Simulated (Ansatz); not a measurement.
C$_{2}$H$_{6}$GeOS (`[OH][GeH]1[CH2]S[CH2]1`), relaxed with RKS PBE-D4/def2-SVP in Ansatz 0.2.0 from a rough embedded geometry. The force threshold is 0.03 eV/Å; the program also tests the step.

The species carries charge 0 and has multiplicity 1.

Start:

```xyz
11

O     0.369   -1.074   -1.851
Ge    0.790   -0.130   -0.469
C    -0.518    1.258   -0.140
S    -1.186    0.614    1.420
C    -0.069   -0.757    1.162
H    -0.626   -1.279   -1.804
H     2.313    0.267   -0.333
H    -1.189    1.337   -0.941
H     0.042    2.257    0.028
H    -0.580   -1.699    0.962
H     0.654   -0.793    1.967
```

**Question.** How much energy does the relaxation release, and in how many steps? (Best estimate.)

**Answer.** Ansatz gave: 18.29 kcal/mol, in 15 steps, 2 of them rejected.

**Question.** Which bonds change most? (An estimate is asked.)

**Answer.** Computed: O1–Ge2 from 1.725 to 1.804 Å; S4–C5 from 1.788 to 1.854 Å; C3–H8 from 1.048 to 1.110 Å.

**Question.** Give the relaxed structure. (Best estimate.)

**Answer.** The calculation gave: 
```xyz
11

O     0.617   -1.108   -1.954
Ge    0.720   -0.130   -0.442
C    -0.541    1.383   -0.151
S    -0.708    0.881    1.626
C    -0.081   -0.821    1.244
H    -0.295   -1.407   -2.126
H     2.219    0.239   -0.354
H    -1.502    1.304   -0.702
H    -0.137    2.408   -0.265
H    -0.906   -1.551    1.105
H     0.615   -1.199    2.018
```
